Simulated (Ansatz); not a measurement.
Ti2B2, relaxed as a quintet with UKS r2SCAN-D4/def2-SVP in Ansatz, starting from the r2SCAN-D4/def2-SVP geometry of the neutral singlet. Force threshold 0.02 eV/Å.

The charge 0 quintet is spin-contaminated (final ⟨S²⟩ up to 6.18, 6.00 for a pure state). The structure comes from a short search, and lower isomers may exist.

Start:

```xyz
4

Ti   -0.314   -1.017    0.871
Ti    0.481    1.052    0.744
B    -0.820    0.270   -0.738
B     0.653   -0.305   -0.878
```

```json
{"step": "1", "energy (eV)": "-47566.9653", "largest force component (eV/Å)": "1.365", "SCF passes": "127"}
{"step": "2", "energy (eV)": "-47567.0661", "largest force component (eV/Å)": "0.701", "SCF passes": "82"}
{"step": "3 (rejected)", "energy (eV)": "-47567.0576", "largest force component (eV/Å)": "0.771", "SCF passes": "70"}
{"step": "4", "energy (eV)": "-47567.1091", "largest force component (eV/Å)": "0.120", "SCF passes": "88"}
{"step": "5", "energy (eV)": "-47567.1122", "largest force component (eV/Å)": "0.032", "SCF passes": "83"}
{"step": "6", "energy (eV)": "-47567.1122", "largest force component (eV/Å)": "0.009", "SCF passes": "72"}
```

Force components are those of the run's own axes.

End:

| atom | x (Å) | y (Å) | z (Å) |
| --- | --- | --- | --- |
| Ti1 | -0.345 | -1.115 | 0.831 |
| Ti2 | 0.521 | 1.140 | 0.693 |
| B3 | -0.826 | 0.274 | -0.713 |
| B4 | 0.650 | -0.299 | -0.811 |

By distances, no bond broke or formed. The bond that changes most is Ti1–Ti2, from 2.22 to 2.42 Å (atoms count from 1).

No frequencies were taken in this run, so the end may be a saddle point.

Hardware: 4 threads of Arm Neoverse V1 on a shared host. Wall time 1.7 min.
